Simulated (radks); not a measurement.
Results of a calculation; reference values are marked as such.
Spin polarisation of the 4f3 shell in Pr2+. Start: [Xe] 4f(up 1.5, down 1.5); electrons of 4f are moved from spin down to spin up, other shells keep equal spins. Level of theory: scalar-relativistic Kohn-Sham, r2SCAN, spin-polarised, spherical densities, finite nucleus; meta-GGA in the generalised Kohn-Sham scheme; Fermi nuclear charge, rms radius of each element as measured or else 0.836 A^(1/3) + 0.57 fm (a radial shooting solver on a logarithmic mesh with Libxc functionals).

moment (Bohr magnetons)	E - E(0) (eV)	e(4f up) (eV)	e(4f down) (eV)	5p down minus up (eV)	5s down minus up (eV)	4d down minus up (eV)
0	0.000	-13.186	-13.186	0.000	0.000	0.000
0.75	-0.122	-13.493	-12.842	0.320	0.423	0.721
1.5	-0.489	-13.763	-12.460	0.642	0.847	1.441
2.25	-1.100	-13.995	-12.042	0.968	1.275	2.158
3	-1.955	-14.190	-11.585	1.301	1.709	2.872

At moment 3 the spin-polarisation energy is -1.955 eV and the 4f exchange splitting 2.605 eV, that is 0.868 eV per Bohr magneton; E = -I m^2/4 would give I = 0.869 eV.
